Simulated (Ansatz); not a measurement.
Relaxation of C₂H₈NOSb (13 atoms, charge 0, multiplicity 1), to a largest force component of 0.02 eV/Å in at most 50 steps.

Method: Ansatz 0.2.0, RKS PBE0/def2-SVP.

```xyz
13
Properties=species:S:1:pos:R:3:forces:R:3
C -1.324 -0.551 0.124 -2.01 3.41 -1.14
C 0.115 -0.290 -0.148 1.39 -0.23 0.53
N 0.703 -1.552 -0.548 2.34 -0.77 1.07
O 0.348 0.644 -1.204 -0.42 -0.20 1.13
Sb 0.617 2.513 -0.498 0.28 -0.33 0.41
H -1.861 0.468 0.383 0.90 -1.81 -0.26
H -1.838 -0.910 -0.793 0.31 -0.13 0.35
H -1.475 -1.206 0.943 -0.21 -1.03 1.10
H 0.606 0.082 0.835 -0.50 -0.11 -1.05
H 1.749 -1.370 -0.705 -1.85 -0.37 0.18
H 0.697 -2.200 0.309 -0.10 1.12 -1.63
H 2.100 2.017 0.369 -0.67 0.34 -0.15
H -0.417 2.320 0.948 0.53 0.11 -0.55
```

Task: Where does it end, and by what steps?

Result: It converged. The force dipped under the threshold on the way, but the program's further checks kept it going. After 11 steps the energy has fallen by 0.516 eV; H13 moved furthest, 0.70 Å.

| step | energy less start (eV) | largest force component (eV/Å) | accepted |
| --- | --- | --- | --- |
| 0 | 0.0000 | 3.406 | yes |
| 1 | -0.3811 | 0.859 | yes |
| 2 | -0.4700 | 0.500 | yes |
| 3 | -0.4910 | 0.455 | yes |
| 4 | -0.5025 | 0.221 | yes |
| 5 | -0.5120 | 0.112 | yes |
| 6 | -0.5147 | 0.029 | yes |
| 7 | -0.5152 | 0.103 | yes |
| 8 | -0.5146 | 0.091 | no |
| 9 | -0.5160 | 0.013 | yes |
| 10 | -0.5161 | 0.010 | yes |
| 11 | -0.5161 | 0.011 | yes |

```xyz
13
Properties=species:S:1:pos:R:3
C -1.247 -0.492 0.237
C 0.232 -0.377 -0.089
N 0.697 -1.615 -0.652
O 0.467 0.612 -1.066
Sb 0.730 2.532 -0.606
H -1.640 0.463 0.617
H -1.793 -0.766 -0.678
H -1.430 -1.259 1.006
H 0.779 -0.086 0.843
H 1.708 -1.599 -0.762
H 0.457 -2.401 -0.054
H 1.707 2.235 0.793
H -0.648 2.718 0.426
```

Whether the end is a true minimum wasn't checked by a vibrational analysis.

The run took 32 s on 2 threads of Intel(R) Xeon(R) 6975P-C (Granite Rapids), with other jobs on the host, peak memory 0.34 GiB.
